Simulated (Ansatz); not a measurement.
Reaction (ligand exchange at a B–F bond): `COB(F)OC` + H₂S → `COB(S)OC` + H–F

Program: Ansatz. Geometries: PBE0-D4/def2-TZVP. ΔE: electronic, gas phase. CCSD(T)/CBS adds triple-zeta CCSD(T) − MP2 to the extrapolated MP2 energy (def2 sets, frozen cores). This one scheme is used for every species. DFT in def2-TZVPP. B3LYP here is the variant with VWN-RPA as its local correlation; programs differ in this. Each species was taken in one conformer, which may not be the lowest.

Question: Is it downhill or uphill in electronic energy at CCSD(T)/CBS, and by how much? (An estimate is asked.)

Answer: Ansatz gave: Uphill: ΔE = +73.1 kJ/mol.

Question: What do these levels give: r2SCAN-D4, B3LYP-D4, ωB97X-V, r2SCAN, B3LYP, SCS-MP2/def2-TZVPP, CCSD/def2-TZVPP, HF/def2-QZVPP, MP2/def2-QZVPP, SCS-MP2/def2-QZVPP, HF/CBS(def2), CCSD/CBS(def2)? (Best estimate.)

Answer: Ansatz gave: r2SCAN-D4 79.3, B3LYP-D4 81.9, ωB97X-V 80.6, r2SCAN 80.9, B3LYP 91.5, SCS-MP2/def2-TZVPP 77.8, CCSD/def2-TZVPP 83.5, HF/def2-QZVPP 109.8, MP2/def2-QZVPP 66.8, SCS-MP2/def2-QZVPP 75.6, HF/CBS(def2) 109.9, CCSD/CBS(def2) 78.9 kJ/mol.

Largest T1 diagnostic among the species: 0.012.

The D4 term adds −9.6 kJ/mol with B3LYP and −5.2 kJ/mol with PBE0; it sums over pairs of atoms, weighted by their polarisabilities, and B3LYP, whose exchange is more repulsive, gets the larger term. From PBE to PBE0 (25 % exact exchange), in def2-TZVPP and without D4, ΔE moves by +3.2 kJ/mol.
